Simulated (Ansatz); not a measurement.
## SnH3O2 (SMILES [OH][SnH][OH]): the energy to break a bond

The species is SnH3O2 (6 atoms), meant as a doublet with charge 0. SMILES: `[OH][SnH][OH]`. Geometry: optimised at B3LYP/def2-SVP. This is one conformer, not always the lowest.

```xyz
6

O    -1.3064   -0.6930   -0.2417
Sn    0.4129    0.2846   -0.6493
O     1.4153   -0.0107    1.0594
H    -1.8866   -0.7833   -1.0116
H     0.1449    2.0352   -0.6235
H     1.2618   -0.8967    1.4207
```

Wanted: the dissociation energy of the H4–O1 bond into doublet H and singlet SnH2O2 (shapes relaxed at B3LYP/def2-SVP, no zero-point term). 1 Eh = 2625.50 kJ/mol = 27.2114 eV. Totals in Eh; open shells run unrestricted unless said.

| level | program | SnH3O2 | doublet H | singlet SnH2O2 |
| --- | --- | --- | --- | --- |
| UPBE/def2-TZVP (core potential) | Ansatz | -366.463106 | -0.499616 | -365.832120 |
| UB3LYP/def2-TZVP (core potential) | Ansatz | -366.698105 | -0.502154 | -366.054526 |
| UB2PLYP/def2-TZVP (core potential), 6 core orbitals frozen | Ansatz | -366.311677 | -0.498613 | -365.680613 |

Work out the dissociation energy at each level.


1. UPBE/def2-TZVP (core potential): (-0.499616) + (-365.832120) − (-366.463106) = 0.131370 Eh = 344.9 kJ/mol = 3.57 eV.
2. UB3LYP/def2-TZVP (core potential): (-0.502154) + (-366.054526) − (-366.698105) = 0.141425 Eh = 371.3 kJ/mol = 3.85 eV.
3. UB2PLYP/def2-TZVP (core potential): (-0.498613) + (-365.680613) − (-366.311677) = 0.132451 Eh = 347.8 kJ/mol = 3.60 eV.

The levels span 345 to 371 kJ/mol; no measured value is set beside them. A fragment with an even electron count was run as a singlet and may have a lower triplet. A bond enthalpy at 298 K also holds the loss of zero-point energy and thermal terms.
